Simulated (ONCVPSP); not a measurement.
**Building the ONCV potential for lithium (Li) (PBE, scalar-relativistic).**

lithium, optimised norm-conserving Vanderbilt (ONCV), made with ONCVPSP 4.0.1 (PBE, scalar-relativistic). Core [He], reference 2s1. Waves: 2s: rc 2.16 bohr, ncon 4, nbas 9, qcut 2.7 1/bohr, 2 projectors, debl 3.7 Ha; p scattering state at 0.06 Ha: rc 3.00 bohr, ncon 3, nbas 8, qcut 2.4 1/bohr, 2 projectors, debl 3.5 Ha; d scattering state at 0.04 Ha: rc 2.85 bohr, ncon 4, nbas 8, qcut 3.8 1/bohr, 1 projector. Local part: polynomial inside 2.16 bohr (lpopt 5, dvloc0 0 Ha). Core correction: polynomial model core, fcfact 0.55.

In the p channel the program set the typed energies aside and used 0.050, 3.550 Ha.

All-electron outer shells of the reference configuration (PBE, scalar-relativistic, ld1.x):

| shell | level (eV) | outermost node (bohr) | outermost maximum (bohr) |
| --- | --- | --- | --- |
| 1s | -51.85 | – | 0.36 |
| 2s | -2.87 | 0.83 | 3.12 |

(1) Estimate the cutoffs (Ha) at which the residual kinetic energy of the hardest occupied pseudo-wave falls to 1 and 0.1 mHa per electron.

(2) Does the potential have ghost states?

(3) Tests: 2s0.5; 2s0 2p1. Which has the largest error in its energy relative to the reference configuration, and how large is it?

## Answers

(1) 2.1 Ha and 3.5 Ha. The cutoffs count occupied waves only; projector 2 of the s channel, the hardest unoccupied one, needs 55 Ha at the loose tolerance.

(2) No bound ghost flagged; GHOST(+) flagged for p at 104.1 eV.

(3) 2s0 2p1, with -22 meV (all-electron minus pseudo) on +1.79 eV.
